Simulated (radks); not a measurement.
Spin polarisation of the 3d2 shell in neutral titanium. Start: [Ar] 3d(up 1, down 1) 4s2; electrons of 3d are moved from spin down to spin up, other shells keep equal spins. Calculated with a radial shooting solver on a logarithmic mesh with Libxc functionals: scalar-relativistic Kohn-Sham, r2SCAN, spin-polarised, spherical densities, finite nucleus; meta-GGA in the generalised Kohn-Sham scheme; Fermi nuclear charge, rms radius of each element as measured or else 0.836 A^(1/3) + 0.57 fm.

moment (Bohr magnetons),E - E(0) (eV),e(3d up) (eV),e(3d down) (eV),4s down minus up (eV)
0,0.000,-4.084,-4.084,0.000
0.5,-0.066,-4.334,-3.806,0.146
1,-0.264,-4.556,-3.501,0.295
1.5,-0.593,-4.747,-3.170,0.451
2,-1.052,-4.900,-2.813,0.617

At moment 2 the spin-polarisation energy is -1.052 eV and the 3d exchange splitting 2.087 eV, that is 1.043 eV per Bohr magneton; E = -I m^2/4 would give I = 1.052 eV.
